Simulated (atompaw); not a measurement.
oxygen: variants of one PAW (atompaw) potential

Base potential:

```json
{
 "Element": "O",
 "Generator": "atompaw 4.2.0.5",
 "Type": "PAW",
 "Functional": "LDA (PW92)",
 "Relativity": "scalar-relativistic",
 "Frozen core": "[He]",
 "Valence charge": "6",
 "Reference configuration": "2s2 2p4",
 "Partial waves": "2s (bound); 2s channel at -0.95 Ry; 2p (bound); 2p channel at 1.5 Ry",
 "Local potential": "troulliermartins scheme with l = 2 at 0 Ry, radius 1.35 bohr",
 "Core correction": "smooth core density matched at 1.30 bohr",
 "Augmentation charge": "sinc compensation charge, radius 1.20 bohr; PAW radius 1.60 bohr; waves and projectors: bloechl"
}
```

Cutoffs, loose and tight: the cutoffs (Ry, on a coarse ladder) from which the occupation-weighted sum of valence levels, in a spherical-Bessel basis at the reference potential, stays within 10 and 1 mRy of its value at 400 Ry. They see the waves, projectors and local potential, not the compensation charge or the core. A dash means not determined.

```csv
change,outcome,"cutoff, loose","cutoff, tight",bound ghosts
base,generated,50 Ry,70 Ry,none
"augmentation sinc compensation charge, radius 1.42 bohr; PAW radius 1.60 bohr; waves and projectors: bloechl",generated,50 Ry,70 Ry,none
wave 2s channel at -0.95 Ry becomes 2s channel at 4.65 Ry,generated,50 Ry,80 Ry,none
"augmentation besselshape compensation charge, radius 1.20 bohr; PAW radius 1.60 bohr; waves and projectors: bloechl",generated,50 Ry,70 Ry,none
functional PBE,generated,50 Ry,70 Ry,none
"waves 2s (bound): rc 1.00 bohr; 2s channel at -0.95 Ry: rc 1.60 bohr; 2p (bound): rc 1.60 bohr; 2p channel at 1.5 Ry: rc 1.60 bohr; augmentation sinc compensation charge, radius 1.20 bohr; PAW radius 1.60 bohr; waves and projectors: custom rrkj gramschmidtortho",generated,30 Ry,50 Ry,none
non-relativistic,generated,50 Ry,70 Ry,none
"local potential troulliermartins scheme with l = 2 at 0 Ry, radius 1.56 bohr",generated,40 Ry,50 Ry,none
core correction smooth core density matched at 1.54 bohr,generated,50 Ry,70 Ry,none
```

(1) What comes out with this change to the base: all radii scaled by about 0.88 (s 0.88, p 1.40 bohr); local potential troulliermartins scheme with l = 2 at 0 Ry, radius 1.18 bohr; augmentation sinc compensation charge, radius 1.06 bohr; PAW radius 1.40 bohr; waves and projectors: bloechl; core correction smooth core density matched at 1.14 bohr?

## Answers

(1) outcome: generated; cutoff, loose: 70 Ry; cutoff, tight: 80 Ry; bound ghosts: none.
